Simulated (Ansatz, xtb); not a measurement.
Ranking isomers of CH3AlOTe

3 gas-phase structures of CH3AlOTe, found in a search over its isomers (lower ones may exist). Each was relaxed with GFN2-xTB:

A. a singlet given by its coordinates
B. a singlet given by its coordinates
C. `C1[O][AlH][Te]1`, a singlet

A (Å):

```yaml
atoms:
  - { symbol: C, position_ang: [0.9751, -2.1169, 0.0899] }
  - { symbol: Al, position_ang: [-1.3455, -0.3492, -0.8573] }
  - { symbol: O, position_ang: [-0.0926, -1.3025, -0.3465] }
  - { symbol: Te, position_ang: [-3.1655, 1.0377, -1.5985] }
  - { symbol: H, position_ang: [0.7155, -3.1682, -0.0504] }
  - { symbol: H, position_ang: [1.1717, -1.9320, 1.1479] }
  - { symbol: H, position_ang: [1.8715, -1.8871, -0.4890] }
```

Close contacts (Å): C1–O3 1.41, Al2–O3 1.66, Al2–Te4 2.41, C1–H5 1.09, C1–H6 1.09, C1–H7 1.09.

B (Å):

```tsv
atom	x (Å)	y (Å)	z (Å)
C	-0.9782	-1.5386	0.2971
Al	-1.6950	-1.2915	-1.5058
O	-1.3797	-0.9225	-3.0720
Te	-3.3013	-1.9183	0.3006
H	-0.7852	-0.7331	0.9982
H	-0.5062	-2.4471	0.6556
H	-1.1471	-0.7040	-3.9649
```

Close contacts (Å): C1–Al2 1.96, C1–Te4 2.35, Al2–O3 1.64, Al2–Te4 2.50, C1–H5 1.09, C1–H6 1.08, O3–H7 0.95.

Estimate their order in r2SCAN-D4/def2-SVP energy at these geometries, lowest first.

Calculated order at r2SCAN-D4/def2-SVP: A (0.0), B (42.9), C (60.0) kJ/mol.

Energies above the lowest of each column, in kJ/mol; the last columns are at B3LYP-D3(BJ)/def2-SVP geometries:

```csv
structure,GFN2-xTB,HF/STO-3G,r2SCAN-D4/def2-SVP,B3LYP-D3(BJ)/def2-SVP,CCSD(T)/def2-SVP + ΔMP2/def2-TZVPP
A,0.0,78.0,0.0,0.0,0.0
B,97.5,207.5,42.9,48.2,19.0
C,53.0,0.0,60.0,57.5,50.2
```

CCSD(T)/def2-SVP + ΔMP2/def2-TZVPP puts A lowest; HF/STO-3G picks C. The ΔMP2 step shifts differences by up to 27.9 kJ/mol, which makes them less sure. Atoms past krypton carry core potentials in the def2 sets, without spin–orbit terms. ΔMP2 is the change of the MP2 energy from the smaller to the larger basis.

Programs: Ansatz 0.2.0, xtb 6.7.1.
